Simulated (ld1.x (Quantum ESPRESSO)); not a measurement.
Logarithmic derivatives: W (Z = 74), PAW

tungsten (W), PAW, made with ld1.x (Quantum ESPRESSO) 7.5 (PBEsol, fully relativistic). Core [Kr] 4d10 4f14 5s2, reference 5p6 5d4 6s2 6p0. Waves: 6s (bound): rcut 2.10, rcutus 2.85 bohr; 6s channel at 0.15 Ry: rcut 2.10, rcutus 2.85 bohr; 5p (bound): rcut 1.65, rcutus 1.90 bohr; 6p (bound, empty): rcut 1.65, rcutus 1.90 bohr; 5d (bound): rcut 2.00, rcutus 2.25 bohr; 5d channel at 1.95 Ry: rcut 2.00, rcutus 2.25 bohr; 5f channel at 0.25 Ry: rcut 2.05, rcutus 2.45 bohr; 5f channel at 2.75 Ry: rcut 2.05, rcutus 2.45 bohr. Local part: all-electron potential smoothed inside 1.70 bohr (lloc = -1). Core correction: Bessel-smoothed model core inside 1.05 bohr. Augmentation charge: BESSEL, radius 1.50 bohr.

Open shells are filled in proportion to 2j + 1 (rel_dist='average').

The phase is arctan(r·u′/u) with u = r·R(r), unwrapped; energies in Ry, scanned from -5 to 5 Ry. A pole is an energy at which the radial function vanishes at the test radius. The pseudo phase is shifted by a multiple of π to meet the all-electron one at the reference energy, and phase errors are pseudo minus all-electron; the curves can meet again beyond the range given. Levels narrower than the energy grid can be missing from the lists of poles.

For each channel, where are the poles, and over which energies does the pseudopotential scatter like the atom?

| channel | radius (bohr) | reference energy (Ry) | poles, all-electron | poles, pseudo | unbroken range about the reference energy with phases within 0.05 rad | phase error 1 Ry above the reference energy (rad) |
| --- | --- | --- | --- | --- | --- | --- |
| s | 3.09 | -0.42 | 0.90 | 0.90 | below 3.0 | -0.000 |
| p1/2 | 3.09 | -0.13 | -3.68, 1.85 | -3.68, 1.84 | below 4.2 | -0.001 |
| p3/2 | 3.09 | -0.09 | -2.95, 2.27 | -2.95, 2.27 | below 4.9 | +0.000 |
| d3/2 | 3.09 | -0.36 | -0.08, 4.30 | -2.94, -0.08, 4.17 | above -2.9 | -0.003 |
| d5/2 | 3.09 | -0.31 | 0.01, 4.42 | 0.01, 4.36 | the whole range | -0.001 |
| f5/2 | 3.09 | 0.25 | 2.81 | 2.81 | below 4.3 | -0.002 |
| f7/2 | 3.09 | 0.25 | 2.83 | 2.83 | -2.3 to 4.3 | -0.002 |

The ghost test of this file was not conclusive.

Phases in the p1/2 channel:

| E (Ry) | all-electron | pseudo |
| --- | --- | --- |
| -5.00 | 1.415 | 1.415 |
| -4.48 | 1.403 | 1.403 |
| -3.96 | 1.380 | 1.380 |
| -3.44 | -1.743 | -1.743 |
| -2.92 | -1.772 | -1.772 |
| -2.40 | -1.801 | -1.801 |
| -1.88 | -1.840 | -1.840 |
| -1.36 | -1.903 | -1.903 |
| -0.84 | -2.029 | -2.029 |
| -0.32 | -2.400 | -2.400 |
| 0.20 | -3.712 | -3.713 |
| 0.72 | -4.413 | -4.414 |
| 1.24 | -4.607 | -4.608 |
| 1.76 | -4.700 | -4.701 |
| 2.28 | -4.763 | -4.765 |
| 2.80 | -4.821 | -4.825 |
| 3.32 | -4.890 | -4.898 |
| 3.84 | -5.003 | -5.024 |
| 4.36 | -5.288 | -5.373 |
| 4.88 | -6.461 | -6.735 |
